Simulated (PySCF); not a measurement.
Al(Me)(OH) (CH4AlO), SMILES [CH3][Al+][OH], charge +1. Coordinates come from a TPSSh-D3(BJ)/def2-TZVP optimisation. The spin state was assumed, not searched. The isomer is the one that the SMILES or the coordinates give; other isomers of the formula were not compared. One conformer was computed; it need not be the lowest.

Question: Give the equilibrium geometry at TPSSh-D3(BJ)/def2-TZVP (PySCF confirms it by a frequency run) as bond lengths and angles, and its point group. (An estimate is asked for; the answer gives what the named calculation found.)

Answer: This is not unique; one that fits is point group C3v.
Atoms: Al1 C2 H3 H4 H5 O6 H7. Bonds (Å): Al1–C2 1.913, Al1–O6 1.603, C2–H3 1.093, C2–H4 1.093, C2–H5 1.093, O6–H7 0.957. Angles (°): C2–Al1–O6 180.0, Al1–C2–H3 109.3, Al1–C2–H4 109.3, Al1–C2–H5 109.3, H3–C2–H4 109.7, H3–C2–H5 109.7, H4–C2–H5 109.7, Al1–O6–H7 180.0.
Charge +1, spin multiplicity 1.
